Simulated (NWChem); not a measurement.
Species: TeCl$_{3}$ cation; SMILES Cl[Te+](Cl)Cl

```xyz
4

Te     0.0000     0.0000     0.5429
Cl     0.1729    -2.0194    -0.5378
Cl    -1.8353     0.8600    -0.5378
Cl     1.6624     1.1594    -0.5378
```
Atoms are numbered in this order, from 1.

Level: PBE0/def2-SVP with def2 effective core potentials on Te (NWChem), optimised geometry, unscaled harmonic frequencies. def2 effective core potentials on Te; no spin-orbit coupling.

Question: List the harmonic frequencies with IR intensities, and the thermochemistry.

Answer: 
```csv
frequency (cm⁻¹),IR intensity (km/mol)
127,1.1
127,1.1
157,3.5
412,45.3
412,45.3
417,7.9
```

```yaml
zero_point_energy: 2.4 kcal/mol
thermal correction to the enthalpy at 298.15 K (with zero-point energy): 6.5 kcal/mol
heat capacity Cv: 16.0 cal/(mol K)
entropy at 298.15 K and 1 atm (symmetry number 3): 80.2 cal/(mol K)
```

Rigid rotor and harmonic oscillator.
